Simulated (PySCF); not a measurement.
CH$_{8}$BNSi, CH$_{4}$BClSi, CH$_{5}$BOSi, C$_{2}$H$_{6}$BSi and others (calculated)

Computed with PySCF 2.14.0. Calculation on a computer-drawn molecule: the log of a Hartree-Fock and frozen-core CCSD(T) single point meant for a local Hartree-Fock minimum, with one planted fault or none, to be diagnosed. Offsets are logged minus clean, where the clean run is the same molecule without the fault. The reference is restricted for singlets and unrestricted otherwise, and also for a bond in bohr or an excited solution. Adding or removing an electron swaps singlet and doublet. The excited solution moves the top pair (singlet) or top alpha electron (doublet) to the lowest empty orbital. Highest occupied and lowest empty are orbital energies over both spins, largest force is the largest gradient component, triples share is (T) over the correlation energy, the T1 limit is 0.02 restricted and 0.045 unrestricted, electrons count all cores, a negative frequency is imaginary (commonest isotopes), and the dipole is about the centre of nuclear charge.

Common to all runs: meant charge 0; logged SCF converged yes; possible faults no fault, one electron removed, one electron added, multiplicity raised by two, geometry at a saddle point, SCF held on an excited solution, minimal basis STO-3G, one bond length entered in bohr, all coordinates scaled.

```json
{"entry": 1, "formula": "CH8BNSi", "logged_structure": {"atoms_angstrom": [["C", -2.0817, -2.1622, -0.2749], ["B", -0.9299, -1.1513, 0.0942], ["Si", -1.2195, 0.8532, 0.3369], ["N", -0.0754, 1.5017, 1.4665], ["H", -1.7526, -2.9628, -0.9432], ["H", -2.9939, -1.71, -0.6697], ["H", -2.3519, -2.6525, 0.6743], ["H", 0.1785, -1.6043, 0.2475], ["H", -2.575, 1.1696, 0.8568], ["H", -1.1582, 1.4645, -1.0285], ["H", -0.1395, 2.4718, 1.7161], ["H", 0.8898, 1.2498, 1.3545]]}, "given": {"meant_multiplicity": 1, "meant_basis": "cc-pV(D+d)Z", "logged_electrons": 40, "logged_basis_functions": 32, "logged_spin_squared": 0.0, "logged_highest_occupied [eV]": -7.8712, "logged_lowest_empty [eV]": 6.7263, "logged_largest_force [hartree/bohr]": 0.031557, "logged_T1_diagnostic": 0.0063844, "logged_D1_diagnostic": 0.023155, "logged_triples_share": 0.0091216, "logged_CC_converged": "yes", "logged_dipole_magnitude [debye]": 0.73852, "logged_SCF_stable_within_its_kind": "yes", "logged_energy_HF [hartree]": -405.77456, "logged_energy_CCSD(T) [hartree]": -405.99983, "drawn_bonds_atom": [1, 2, 3, 1, 1, 1, 2, 3, 3, 4, 4], "drawn_bonds_other_atom": [2, 3, 4, 5, 6, 7, 8, 9, 10, 11, 12], "drawn_bonds_order": [1, 1, 1, 1, 1, 1, 1, 1, 1, 1, 1]}, "results": {"planted_fault": "minimal basis STO-3G", "HF_energy_offset_from_clean_run [kcal/mol]": 3032, "CCSD(T)_energy_offset_from_clean_run [kcal/mol]": 3252}}
{"entry": 2, "formula": "CH4BClSi", "logged_structure": {"atoms_angstrom": [["C", -2.1191, 0.1527, 1.8279], ["B", -1.2012, -0.0669, 0.5622], ["Si", 0.7293, -0.7605, 0.6232], ["Cl", 1.4863, 1.229, 0.7114], ["H", -2.7203, 1.0623, 1.7491], ["H", -1.606, 0.1465, 2.7917], ["H", -2.8337, -0.6847, 1.8313], ["H", -1.667, 0.1727, -0.5256]]}, "given": {"meant_multiplicity": 1, "meant_basis": "cc-pV(D+d)Z", "logged_electrons": 45, "logged_basis_functions": 94, "logged_spin_squared": 0.7815, "logged_highest_occupied [eV]": -16.449, "logged_lowest_empty [eV]": -6.6096, "logged_largest_force [hartree/bohr]": 0.053321, "logged_T1_diagnostic": 0.023398, "logged_D1_diagnostic": 0.099031, "logged_triples_share": 0.033448, "logged_CC_converged": "yes", "logged_dipole_magnitude [debye]": 4.4093, "logged_SCF_stable_within_its_kind": "yes", "logged_energy_HF [hartree]": -813.03017, "logged_energy_CCSD(T) [hartree]": -813.52056, "drawn_bonds_atom": [1, 2, 3, 1, 1, 1, 2], "drawn_bonds_other_atom": [2, 3, 4, 5, 6, 7, 8], "drawn_bonds_order": [1, 1, 1, 1, 1, 1, 1]}, "results": {"planted_fault": "one electron removed", "HF_energy_offset_from_clean_run [kcal/mol]": 175.4, "CCSD(T)_energy_offset_from_clean_run [kcal/mol]": 188.3}}
{"entry": 3, "formula": "CH5BOSi", "logged_structure": {"atoms_angstrom": [["C", 1.3536, -1.4857, 1.5904], ["B", 0.908, -1.7814, 0.1015], ["Si", 0.1167, -3.5836, -0.5698], ["O", -1.5151, -3.2511, -0.6032], ["H", 1.1193, -0.4605, 1.8942], ["H", 0.9781, -2.1773, 2.3482], ["H", 2.4523, -1.5534, 1.6021], ["H", 1.1593, -0.9204, -0.7125], ["H", -1.8606, -2.4045, -0.3625]]}, "given": {"meant_multiplicity": 1, "meant_basis": "cc-pV(D+d)Z", "logged_electrons": 39, "logged_basis_functions": 90, "logged_spin_squared": 0.7819, "logged_highest_occupied [eV]": 0.11009, "logged_lowest_empty [eV]": 6.9548, "logged_largest_force [hartree/bohr]": 0.055572, "logged_T1_diagnostic": 0.096656, "logged_D1_diagnostic": 0.64083, "logged_triples_share": 0.027894, "logged_CC_converged": "yes", "logged_dipole_magnitude [debye]": 5.5094, "logged_SCF_stable_within_its_kind": "yes", "logged_energy_HF [hartree]": -429.20552, "logged_energy_CCSD(T) [hartree]": -429.76773, "drawn_bonds_atom": [1, 2, 3, 1, 1, 1, 2, 4], "drawn_bonds_other_atom": [2, 3, 4, 5, 6, 7, 8, 9], "drawn_bonds_order": [1, 1, 1, 1, 1, 1, 1, 1]}, "results": {"planted_fault": "one electron added", "HF_energy_offset_from_clean_run [kcal/mol]": 20.07, "CCSD(T)_energy_offset_from_clean_run [kcal/mol]": 17.29}, "notes": ["T1 above single-reference limit", "highest electron not bound in this basis"]}
{"entry": 4, "formula": "C2H6BSi", "logged_structure": {"atoms_angstrom": [["C", -0.8711, 1.6779, 0.0437], ["C", -0.8173, 0.2031, -0.2733], ["B", -1.0787, -0.4413, -1.4831], ["Si", -1.3951, -1.5349, -3.0684], ["H", 0.1021, 2.0395, 0.3871], ["H", -1.1596, 2.2725, -0.8244], ["H", -1.5916, 1.8803, 0.841], ["H", -0.5362, -0.4484, 0.5551], ["H", -2.7806, -1.6635, -3.5623], ["H", -0.4341, -1.439, -4.1853]]}, "given": {"meant_multiplicity": 2, "meant_basis": "cc-pV(D+d)Z", "logged_electrons": 37, "logged_basis_functions": 95, "logged_spin_squared": 1.7751, "logged_highest_occupied [eV]": -5.6758, "logged_lowest_empty [eV]": 0.27252, "logged_largest_force [hartree/bohr]": 0.079221, "logged_dipole_magnitude [debye]": 2.6136, "logged_SCF_stable_within_its_kind": "no", "logged_energy_HF [hartree]": -392.67753, "drawn_bonds_atom": [1, 2, 3, 1, 1, 1, 2, 4, 4], "drawn_bonds_other_atom": [2, 3, 4, 5, 6, 7, 8, 9, 10], "drawn_bonds_order": [1, 2, 1, 1, 1, 1, 1, 1, 1]}, "results": {"planted_fault": "SCF held on an excited solution", "HF_energy_offset_from_clean_run [kcal/mol]": 49.81}, "notes": ["coupled-cluster numbers left out as unreliable"]}
{"entry": 5, "formula": "C2H6BSi", "logged_structure": {"atoms_angstrom": [["C", -0.8711, 1.6779, 0.0437], ["C", -0.8173, 0.2031, -0.2733], ["B", -1.0787, -0.4413, -1.4831], ["Si", -1.3951, -1.5349, -3.0684], ["H", 0.1021, 2.0395, 0.3871], ["H", -1.1596, 2.2725, -0.8244], ["H", -1.5916, 1.8803, 0.841], ["H", -0.5362, -0.4484, 0.5551], ["H", -2.7806, -1.6635, -3.5623], ["H", -0.4341, -1.439, -4.1853]]}, "given": {"meant_multiplicity": 2, "meant_basis": "cc-pV(D+d)Z", "logged_electrons": 38, "logged_basis_functions": 95, "logged_spin_squared": 0.0, "logged_highest_occupied [eV]": -1.279, "logged_lowest_empty [eV]": 7.8826, "logged_largest_force [hartree/bohr]": 0.039131, "logged_T1_diagnostic": 0.018165, "logged_D1_diagnostic": 0.068385, "logged_triples_share": 0.036937, "logged_CC_converged": "yes", "logged_dipole_magnitude [debye]": 4.3451, "logged_SCF_stable_within_its_kind": "yes", "logged_energy_HF [hartree]": -392.76772, "logged_energy_CCSD(T) [hartree]": -393.31566, "drawn_bonds_atom": [1, 2, 3, 1, 1, 1, 2, 4, 4], "drawn_bonds_other_atom": [2, 3, 4, 5, 6, 7, 8, 9, 10], "drawn_bonds_order": [1, 2, 1, 1, 1, 1, 1, 1, 1]}, "results": {"planted_fault": "one electron added", "HF_energy_offset_from_clean_run [kcal/mol]": -6.788, "CCSD(T)_energy_offset_from_clean_run [kcal/mol]": -30.93}}
{"entry": 6, "formula": "C2H4AlB", "logged_structure": {"atoms_angstrom": [["C", -0.1969, -1.0534, 1.6289], ["C", 1.2452, -1.1596, 1.1975], ["B", 1.9017, -0.568, 0.1103], ["Al", 3.0256, 0.3169, -1.5743], ["H", -0.6774, -2.0359, 1.6416], ["H", -0.7757, -0.4102, 0.9636], ["H", -0.2763, -0.6427, 2.6396], ["H", 1.879, -1.7922, 1.824]]}, "given": {"meant_multiplicity": 1, "meant_basis": "cc-pV(D+d)Z", "logged_electrons": 34, "logged_basis_functions": 28, "logged_spin_squared": 0.0, "logged_highest_occupied [eV]": -4.2089, "logged_lowest_empty [eV]": 7.6723, "logged_largest_force [hartree/bohr]": 0.042464, "logged_T1_diagnostic": 0.01163, "logged_D1_diagnostic": 0.038302, "logged_triples_share": 0.011774, "logged_CC_converged": "yes", "logged_dipole_magnitude [debye]": 3.7859, "logged_SCF_stable_within_its_kind": "yes", "logged_energy_HF [hartree]": -340.36638, "logged_energy_CCSD(T) [hartree]": -340.59935, "drawn_bonds_atom": [1, 2, 3, 1, 1, 1, 2], "drawn_bonds_other_atom": [2, 3, 4, 5, 6, 7, 8], "drawn_bonds_order": [1, 2, 1, 1, 1, 1, 1]}, "results": {"planted_fault": "minimal basis STO-3G", "HF_energy_offset_from_clean_run [kcal/mol]": 2642, "CCSD(T)_energy_offset_from_clean_run [kcal/mol]": 2784}}
{"entry": 7, "formula": "C2H6BN", "logged_structure": {"atoms_angstrom": [["C", -0.1362, -0.0215, -1.5026], ["C", -0.024, 0.0298, 0.0279], ["B", 0.971, 1.1047, 0.5534], ["N", 1.7587, 1.9558, 0.9634], ["H", -0.4801, 0.9326, -1.9071], ["H", 0.8272, -0.2487, -1.9634], ["H", -0.8455, -0.7917, -1.8123], ["H", -1.0048, 0.2285, 0.4702], ["H", 0.2912, -0.944, 0.4144], ["H", 2.3874, 2.6351, 1.2971]]}, "given": {"meant_multiplicity": 1, "meant_basis": "cc-pVDZ", "logged_electrons": 30, "logged_basis_functions": 86, "logged_spin_squared": 0.0, "logged_highest_occupied [eV]": -11.019, "logged_lowest_empty [eV]": 4.543, "logged_largest_force [hartree/bohr]": 7.7181e-06, "logged_lowest_frequency [cm^-1]": 189.37, "logged_T1_diagnostic": 0.012589, "logged_D1_diagnostic": 0.037475, "logged_triples_share": 0.031402, "logged_CC_converged": "yes", "logged_dipole_magnitude [debye]": 0.83117, "logged_SCF_stable_within_its_kind": "yes", "logged_energy_HF [hartree]": -158.39288, "logged_energy_CCSD(T) [hartree]": -158.98323, "drawn_bonds_atom": [1, 2, 3, 1, 1, 1, 2, 2, 4], "drawn_bonds_other_atom": [2, 3, 4, 5, 6, 7, 8, 9, 10], "drawn_bonds_order": [1, 1, 2, 1, 1, 1, 1, 1, 1]}, "results": {"planted_fault": "no fault", "HF_energy_offset_from_clean_run [kcal/mol]": 0.0, "CCSD(T)_energy_offset_from_clean_run [kcal/mol]": 0.0}}
{"entry": 8, "formula": "C2H6BN", "logged_structure": {"atoms_angstrom": [["C", -0.1362, -0.0215, -1.5026], ["C", -0.024, 0.0298, 0.0279], ["B", 0.971, 1.1047, 0.5534], ["N", 1.7587, 1.9558, 0.9634], ["H", -0.4801, 0.9326, -1.9071], ["H", 0.8272, -0.2487, -1.9634], ["H", -0.8455, -0.7917, -1.8123], ["H", -1.0048, 0.2285, 0.4702], ["H", 0.2912, -0.944, 0.4144], ["H", 2.3874, 2.6351, 1.2971]]}, "given": {"meant_multiplicity": 1, "meant_basis": "cc-pVDZ", "logged_electrons": 30, "logged_basis_functions": 86, "logged_spin_squared": 2.0227, "logged_highest_occupied [eV]": -3.9913, "logged_lowest_empty [eV]": 0.90539, "logged_largest_force [hartree/bohr]": 0.17498, "logged_T1_diagnostic": 0.013488, "logged_D1_diagnostic": 0.042347, "logged_triples_share": 0.029425, "logged_CC_converged": "yes", "logged_dipole_magnitude [debye]": 2.4445, "logged_SCF_stable_within_its_kind": "yes", "logged_energy_HF [hartree]": -158.17821, "logged_energy_CCSD(T) [hartree]": -158.73026, "drawn_bonds_atom": [1, 2, 3, 1, 1, 1, 2, 2, 4], "drawn_bonds_other_atom": [2, 3, 4, 5, 6, 7, 8, 9, 10], "drawn_bonds_order": [1, 1, 2, 1, 1, 1, 1, 1, 1]}, "results": {"planted_fault": "multiplicity raised by two", "HF_energy_offset_from_clean_run [kcal/mol]": 134.7, "CCSD(T)_energy_offset_from_clean_run [kcal/mol]": 158.7}}
```
